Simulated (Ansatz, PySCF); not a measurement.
Gas-phase reaction R1 + R2 → P1 + P2, each structure at its B3LYP-D3(BJ)/def2-TZVP stationary point, reached from a drawn start (curvature not checked).
R1: Cl2CrO2 (SMILES [O]=[Cr](=[O])([Cl])[Cl]), charge 0, multiplicity 1.
P1, ClCrHO2 (SMILES [O]=[CrH](=[O])[Cl]) (charge 0, multiplicity 1, Z-matrix in Å and degrees):
```
Cr
O 1 1.5527
O 1 1.5527 2 111.88
H 1 1.5589 2 100.60 3 -106.06
Cl 1 2.1087 2 116.61 4 -116.12
```
R2: H2 (SMILES [H][H]), charge 0, multiplicity 1.
P2: HCl (SMILES Cl), charge 0, multiplicity 1.

P less R. No zero-point or thermal terms; no spin–orbit coupling.

Correlated levels freeze the cores. CBS(a, b) extrapolates the correlation energy as X⁻³ and adds the Hartree–Fock energy of set b.

Run with Ansatz (a first-principles code) with Gaussian orbitals; PySCF for the D3/D4 terms. Each number belongs to the level named beside it.

PBE/def2-TZVPP gives 22.49 kcal/mol for the reaction energy.

**Question.** Where do these levels fall relative to PBE: PBE-D3(BJ)/def2-TZVPP, r2SCAN/def2-TZVPP, B3LYP/def2-TZVPP, wB97M-V/def2-TZVPP, B2PLYP/def2-TZVPP, MP2/def2-QZVPP, CCSD(T)/CBS(def2-TZVPP, def2-QZVPP).

**Answer.** PBE-D3(BJ)/def2-TZVPP 1.00; r2SCAN/def2-TZVPP 1.55; B3LYP/def2-TZVPP -4.38; wB97M-V/def2-TZVPP -7.78; B2PLYP/def2-TZVPP 5.13; MP2/def2-QZVPP 22.27; CCSD(T)/CBS(def2-TZVPP, def2-QZVPP) -5.00 kcal/mol. 4 of 7 lie above PBE; the widest gap is to MP2/def2-QZVPP.
